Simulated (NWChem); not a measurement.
System: CH₃F₂GaO; SMILES [F][Ga]([F])[O]C

Here is an NWChem input.

```
start job
memory heap 200 mb stack 900 mb global 1100 mb
geometry units angstroms noautosym nocenter noautoz
  Ga     0.007244     0.365727    -0.000291
  F      0.920985     1.836557     0.000648
  F     -1.729027     0.485460    -0.000304
  O      0.806392    -1.194919    -0.000264
  C      0.125377    -2.427776    -0.003578
  H      0.406125    -3.005119    -0.900409
  H      0.418270    -3.015434     0.882629
  H     -0.973426    -2.322311     0.004491
end
basis spherical
  * library pcsseg-1
end
dft
  xc xpbe96 cpbe96
  iterations 150
end
property
  shielding
end
task dft property
```

NWChem printed, in part:

```
             Northwest Computational Chemistry Package (NWChem) 7.3.0
             --------------------------------------------------------

                             Geometry "geometry" -> ""
                             -------------------------

 Output coordinates in angstroms (scale by  1.889725989 to convert to a.u.)

  No.       Tag          Charge          X              Y              Z
 ---- ---------------- ---------- -------------- -------------- --------------
    1 Ga                  31.0000     0.00724400     0.36572700    -0.00029100
    2 F                    9.0000     0.92098500     1.83655700     0.00064800
    3 F                    9.0000    -1.72902700     0.48546000    -0.00030400
    4 O                    8.0000     0.80639200    -1.19491900    -0.00026400
    5 C                    6.0000     0.12537700    -2.42777600    -0.00357800
    6 H                    1.0000     0.40612500    -3.00511900    -0.90040900
    7 H                    1.0000     0.41827000    -3.01543400     0.88262900
    8 H                    1.0000    -0.97342600    -2.32231100     0.00449100

 Effective nuclear repulsion energy (a.u.)     390.1212135625

  pbe96 is a nonlocal functional; adding pw91lda local functional.
                              NWChem Property Module
                              ----------------------

  itol2e modified to match energy
  convergence criterion.

                                 NWChem DFT Module
                                 -----------------

 Summary of "ao basis" -> "ao basis" (spherical)
 ------------------------------------------------------------------------------
       Tag                 Description            Shells   Functions and Types
 ---------------- ------------------------------  ------  ---------------------
 Ga                         pcsseg-1                15       41   5s7p3d
 F                          pcsseg-1                 7       17   3s3p1d
 O                          pcsseg-1                 7       17   3s3p1d
 C                          pcsseg-1                 7       17   3s3p1d
 H                          pcsseg-1                 3        5   2s1p

  itol2e modified to match energy
  convergence criterion.

            General Information
            -------------------
          SCF calculation type: DFT
          Wavefunction type:  closed shell.
          No. of atoms     :     8
          No. of electrons :    66
           Alpha electrons :    33
            Beta electrons :    33
          Charge           :     0
          Spin multiplicity:     1
          Use of symmetry is: off; symmetry adaption is: off
          Maximum number of iterations: 150
          AO basis - number of functions:   124
                     number of shells:    52
          Convergence on energy requested:  1.00D-07
          Convergence on density requested:  1.00D-05
          Convergence on gradient requested:  5.00D-04

              XC Information
              --------------
          PerdewBurkeErnzerhof Exchange Functional  1.000
            Perdew 1991 LDA Correlation Functional  1.000 local
           PerdewBurkeErnz. Correlation Functional  1.000 non-local

             Grid Information
             ----------------
          Grid used for XC integration:  fine
          Radial quadrature: Mura-Knowles
          Angular quadrature: Lebedev.
          Tag              B.-S. Rad. Rad. Pts. Rad. Cut. Ang. Pts.
          ---              ---------- --------- --------- ---------
          Ga                  1.30      140          11.0       974
          F                   0.50       70          13.0       590
          O                   0.60       70           8.0       590
          C                   0.70       70          10.0       590
          H                   0.35       60          12.0       590
          Grid pruning is: on
          Number of quadrature shells:   600
          Spatial weights used:  Erf1

[...]

          -----------------------------------------
          Chemical Shielding Tensors (GIAO, in ppm)
          -----------------------------------------

                                NWChem CPHF Module
                                ------------------

  scftype          =     RHF
  nclosed          =       33
  nopen            =        0
  variables        =     3003
  # of vectors     =        3
  tolerance        = 0.10D-03
  level shift      = 0.00D+00
  max iterations   =       50
  max subspace     =       30

 SCF residual:    5.5301596978384455E-005

Iterative solution of linear equations
  No. of variables     3003
  No. of equations        3
  Maximum subspace       30
        Iterations       50
       Convergence  1.0D-04

   iter   nsub   residual    time
   ----  ------  --------  ---------
     1      3    1.84D-05     106.3

      Atom:    1  Ga
        Diamagnetic
   2642.1231      0.1610      0.0016
      0.1610   2643.7672      0.0025
      0.0016      0.0025   2641.3546

        Paramagnetic
  -1031.0968    -47.1061      0.0475
    -47.1061   -905.6116      0.2796
      0.0475      0.2796  -1354.2149

        Total Shielding Tensor
   1611.0262    -46.9451      0.0491
    -46.9451   1738.1556      0.2821
      0.0491      0.2821   1287.1397

           isotropic =    1545.4405
          anisotropy =     312.2572

          Principal Components and Axis System
                 1           2           3
             1753.6120   1595.5700   1287.1395

      1        -0.3127      0.9498     -0.0002
      2         0.9498      0.3127     -0.0007
      3         0.0005      0.0004      1.0000

      Atom:    2  F
        Diamagnetic
    473.7714     11.6334      0.0072
     11.6334    484.9589      0.0108
      0.0072      0.0108    466.2433

        Paramagnetic
   -176.1502     67.6886      0.0549
     67.6886    -95.9018      0.0682
      0.0549      0.0682   -123.9792

        Total Shielding Tensor
    297.6213     79.3220      0.0621
     79.3220    389.0571      0.0791
      0.0621      0.0791    342.2641

           isotropic =     342.9808
          anisotropy =     137.8685

          Principal Components and Axis System
                 1           2           3
              434.8931    342.2640    251.7853

      1         0.5003     -0.0004      0.8658
      2         0.8658     -0.0010     -0.5003
      3         0.0011      1.0000     -0.0002

      Atom:    3  F
        Diamagnetic
    491.2513     -1.8458     -0.0012
     -1.8458    467.4846     -0.0013
     -0.0012     -0.0013    465.8894

        Paramagnetic
    -70.3702    -25.8641     -0.0746
    -25.8641   -245.5386     -0.0112
     -0.0746     -0.0112    -84.0799

        Total Shielding Tensor
    420.8811    -27.7098     -0.0759
    -27.7098    221.9459     -0.0125
     -0.0759     -0.0125    381.8096

           isotropic =     341.5455
          anisotropy =     124.6850

          Principal Components and Axis System
                 1           2           3
              424.6689    381.8094    218.1583

      1         0.9908      0.0017      0.1354
      2        -0.1354     -0.0004      0.9908
      3        -0.0017      1.0000      0.0001

      Atom:    4  O
        Diamagnetic
    389.0139      0.8470      0.0361
      0.8470    422.1100      0.0551
      0.0361      0.0551    378.2825

        Paramagnetic
   -125.1347    -84.6360     -0.1625
    -84.6360   -162.5002     -0.3914
     -0.1625     -0.3914    -88.0824

        Total Shielding Tensor
    263.8792    -83.7890     -0.1265
    -83.7890    259.6099     -0.3363
     -0.1265     -0.3363    290.2001

           isotropic =     271.2297
          anisotropy =     111.4971

          Principal Components and Axis System
                 1           2           3
              345.5611    290.2007    177.9273

      1         0.7160     -0.0039      0.6980
      2        -0.6980     -0.0003      0.7161
      3         0.0026      1.0000      0.0029

      Atom:    5  C
        Diamagnetic
    243.3012      6.3532      0.0132
      6.3532    256.6215      0.0446
      0.0132      0.0446    238.5259

        Paramagnetic
   -141.1375     28.5178      0.1097
     28.5178    -92.3325      0.0942
      0.1097      0.0942   -145.3876

        Total Shielding Tensor
    102.1637     34.8710      0.1230
     34.8710    164.2889      0.1388
      0.1230      0.1388     93.1383

           isotropic =     119.8636
          anisotropy =      90.0943

          Principal Components and Axis System
                 1           2           3
              179.9265     93.1384     86.5260

      1         0.4092      0.0068      0.9124
      2         0.9125     -0.0053     -0.4091
      3         0.0020      1.0000     -0.0084

      Atom:    6  H
        Diamagnetic
     22.2984     -0.8117     -1.9646
     -0.8117     32.7545      8.0835
     -1.9646      8.0835     30.5384

        Paramagnetic
      1.1111      1.9405      1.8987
      1.9405     -0.5626     -4.4992
      1.8987     -4.4992     -4.9601

        Total Shielding Tensor
     23.4095      1.1287     -0.0659
      1.1287     32.1919      3.5843
     -0.0659      3.5843     25.5784

           isotropic =      27.0599
          anisotropy =      10.1988

          Principal Components and Axis System
                 1           2           3
               33.8591     24.2783     23.0423

      1         0.0962     -0.4649      0.8801
      2         0.9137     -0.3094     -0.2633
      3         0.3947      0.8295      0.3950

      Atom:    7  H
        Diamagnetic
     22.3640     -0.9393      2.0689
     -0.9393     32.9135     -8.0577
      2.0689     -8.0577     30.3108

        Paramagnetic
      1.0570      2.0205     -1.9622
      2.0205     -0.6575      4.5192
     -1.9622      4.5192     -4.7998

        Total Shielding Tensor
     23.4210      1.0812      0.1067
      1.0812     32.2560     -3.5386
      0.1067     -3.5386     25.5110

[...]
```

Level: PBE/pcSseg-1, GIAO. Coordinates come from a PBE0/def2-SVP optimisation. The printed shielding anisotropy is the first printed principal value minus the mean of the other two.
